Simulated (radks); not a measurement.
Spherical quantum dot in the effective-mass picture: electrons in a hard-walled sphere of radius 8.76, all in effective atomic units (hartree* = m*/eps^2 hartree, bohr* = eps/m* bohr), one dielectric constant everywhere. Calculated with a radial shooting solver with Libxc functionals: non-relativistic Kohn-Sham, PBEsol, spin-polarised, spherical densities. Levels are named by radial order and angular momentum (1s, 1p, 1d, 2s, ...), and open shells are averaged over m. Results are scaled to m* = 0.238 and eps = 14.6, for which hartree* = 30.38 meV and bohr* = 3.246 nm.

N = 17, configuration 1s2 1p6 1d(up 5, down 4). This is the lowest configuration that the search found. Occupied levels:

| level | occupation | eigenvalue (meV) | <r> (nm) |
|---|---|---|---|
| 1s up | 1 | 71.808 | 20.79 |
| 1s down | 1 | 71.960 | 20.77 |
| 1p up | 3 | 72.633 | 21.07 |
| 1p down | 3 | 72.788 | 21.05 |
| 1d up | 5 | 74.191 | 21.41 |
| 1d down | 4 | 74.349 | 21.40 |

Energy (meV): total 652.249, kinetic 124.43, external 0, Hartree 625.19, exchange-correlation -97.374.
